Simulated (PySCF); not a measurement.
Constants of AsS, step by step

State: ²Π, doublet, unpaired electrons π ↑. De refers to As + S. ROHF-based CCSD(T) in PySCF 2.14 with As cc-pwCVDZ-PP with ECP10, S aug-cc-pV(D+d)Z and As cc-pwCVTZ-PP with ECP10, S aug-cc-pV(T+d)Z (frozen core orbitals: 9; scalar-relativistic core potentials). Correlation energies are extrapolated as n⁻³ (n = 2, 3), Hartree–Fock as (n+1)·exp(−9√n).

| Level | Re (Å) | ωe (cm⁻¹) | ωexe (cm⁻¹) | αe (cm⁻¹) | De (eV) |
| --- | --- | --- | --- | --- | --- |
| CCSD(T)/DZ | 2.0460 | 545.7 | 2.10 | 0.000842 | 3.244 |
| CCSD(T)/TZ | 2.0269 | 563.6 | 1.94 | 0.000802 | 3.661 |
| HF/CBS | 1.9870 | 638.0 | 1.56 | 0.000672 | 1.282 |
| MP2/CBS | 2.0068 | 592.7 | 1.70 | 0.000737 | 3.892 |
| CCSD/CBS | 2.0060 | 596.9 | 1.73 | 0.000734 | 3.428 |
| CCSD(T)/CBS | 2.0219 | 569.3 | 1.90 | 0.000791 | 3.801 |

**Question.** How much is left between CCSD(T)/TZ and the basis-set limit, and how much do the triples give at the limit?

**Answer.** CCSD(T)/CBS less CCSD(T)/TZ: -5.0 mÅ in Re, +5.7 cm⁻¹ in ωe and +0.140 eV in De. CCSD(T)/CBS less CCSD/CBS: +15.9 mÅ in Re, -27.6 cm⁻¹ in ωe and +0.373 eV in De.

The T1 diagnostic is 0.024. The state was picked by a PBE0 search and need not be the measured ground state. Spin–orbit coupling, excitations beyond (T) and corrections to the Born–Oppenheimer picture are left out.

The whole job (state search and all basis sets along the bond) took about 33 min on 4 threads of Arm Neoverse V1 (shared host), peak memory 13 GiB.
